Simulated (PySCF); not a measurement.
C4H6Si, SMILES C#C[SiH2]C=C.

Geometry: PBE0-D3(BJ)/def2-SVP. The values are those of a single conformer.

Level of theory: SMD-ωB97X/6-31G* in PySCF.

Solvation free energies are E(SMD) − E(gas) at the gas-phase geometry, for 1 M in both phases. In vacuum the dipole moment is 0.80 D.

Question: Estimate the solvation free energies in water, methanol, 1-octanol. (The exact figures need the calculation; the answer reports its results.)

Answer: 
```
solvent    ΔG(solv) (kcal/mol)  its non-electrostatic (CDS) part  dipole (D)
---------  -------------------  --------------------------------  ----------
water                      1.8                               6.5        1.04
methanol                  -1.4                               3.1        1.04
1-octanol                 -0.7                               3.3        1.01
```
